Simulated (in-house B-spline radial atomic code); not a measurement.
Response and correlation along the 18-electron series, closed shell [Ne] 3s2 3p6; the second-order energy is extrapolated in partial waves. Computed with an all-electron radial atomic-structure program (B-spline basis): relativistic RPA and second-order many-body perturbation theory on Dirac-Hartree-Fock.

```tsv
ion	Z	dipole polarisability (bohr³)	quadrupole polarisability (bohr⁵)	ratio of RPA to uncoupled dipole	second order correlation energy (Eh)	C6 of two such ions (Eh bohr⁶)
Gd46+	64	0.0073075	0.00021386	0.95154	-1.1033	0.00061337
Tb47+	65	?	?	?	?	?
Dy48+	66	0.0063918	0.00017005	0.95422	-1.1109	0.00049629
Ho49+	67	0.0059856	0.00015198	0.95556	-1.1145	0.00044745
Er50+	68	0.0056097	0.00013604	0.9569	-1.118	0.00040399
Tm51+	69	0.0052615	0.00012194	0.95824	-1.1214	0.00036527
Yb52+	70	0.0049387	0.00010946	0.95958	-1.1246	0.00033069
Lu53+	71	?	?	?	?	?
Hf54+	72	0.0043604	8.853e-05	0.96226	-1.1309	0.00027209
Ta55+	73	0.0041013	7.9767e-05	0.96359	-1.1339	0.00024725
W56+	74	0.0038601	7.1957e-05	0.96492	-1.1368	0.00022494
Re57+	75	?	?	?	?	?
Os58+	76	0.0034257	5.8754e-05	0.96757	-1.1423	0.00018678
Ir59+	77	0.00323	5.3177e-05	0.96889	-1.145	0.00017047
Pt60+	78	0.0030472	4.818e-05	0.97021	-1.1475	0.00015574
Au61+	79	0.0028763	4.3696e-05	0.97152	-1.1501	0.00014241
Hg62+	80	0.0027163	3.9668e-05	0.97282	-1.1525	0.00013035
Tl63+	81	0.0025666	3.6046e-05	0.97412	-1.1549	0.00011942
```

Q: Fill in the row of Tb47+.

A: dipole polarisability (bohr³): 0.0068313; quadrupole polarisability (bohr⁵): 0.00019054; ratio of RPA to uncoupled dipole: 0.95288; second order correlation energy (Eh): -1.1071; C6 of two such ions (Eh bohr⁶): 0.0005513.

Q: Fill in the row of Lu53+.

A: dipole polarisability (bohr³): 0.0046389; quadrupole polarisability (bohr⁵): 9.8377e-05; ratio of RPA to uncoupled dipole: 0.96092; second order correlation energy (Eh): -1.1278; C6 of two such ions (Eh bohr⁶): 0.00029978.

Q: Fill in the row of Re57+.

A: dipole polarisability (bohr³): 0.0036354; quadrupole polarisability (bohr⁵): 6.4985e-05; ratio of RPA to uncoupled dipole: 0.96625; second order correlation energy (Eh): -1.1396; C6 of two such ions (Eh bohr⁶): 0.00020487.

Q: How fast does the dipole polarisability fall along the series?

A: From 0.007308 to 0.002567 bohr³; a fit of its logarithm against log Z from Z = 64 to 81 has slope -4.44.
